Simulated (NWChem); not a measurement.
A series in which one site is exchanged, each optimised at PBE0/def2-SVP with NWChem, gas phase unless a solvent is named. This build's default masses of Se (78.918 u) and Br (79.917 u) are each other's, which moves their modes by up to 0.6 %. For some, no frequency run checked for a minimum. def2 effective core potentials on In; no spin-orbit coupling.

A: [F][GaH][Br] (GaHBrF; site = Ga)
B: [F][InH][Br] (InHBrF; site = In)
C: [Br][AlH][F] (AlHBrF; site = Al)
D: FBBr (BHBrF; site = B)

```json
[
 {"quantity": "dipole (D), PBE0/def2-SVP", "A": "1.97", "B": "2.79", "C": "…", "D": "0.63"},
 {"quantity": "orbital gap (eV), PBE0/def2-SVP", "A": "7.15", "B": "6.60", "C": "…", "D": "7.54"},
 {"quantity": "vertical ionisation energy, ΔSCF, PBE0/def2-SVP (eV)", "A": "11.24", "B": "10.89", "C": "…", "D": "11.43"},
 {"quantity": "static polarisability, PBE0/def2-SVPD (bohr³)", "A": "48.6", "B": "56.6", "C": "…", "D": "36.5"},
 {"quantity": "lowest singlet excitation, PBE0/def2-SVPD, TDA (eV)", "A": "5.74", "B": "5.22", "C": "…", "D": "5.78"}
]
```

Problem. Fill in the missing entries.

Solution. 
- dipole (D), PBE0/def2-SVP, C: 1.22
- orbital gap (eV), PBE0/def2-SVP, C: 7.60
- vertical ionisation energy, ΔSCF, PBE0/def2-SVP (eV), C: 11.36
- static polarisability, PBE0/def2-SVPD (bohr³), C: 46.1
- lowest singlet excitation, PBE0/def2-SVPD, TDA (eV), C: 6.16
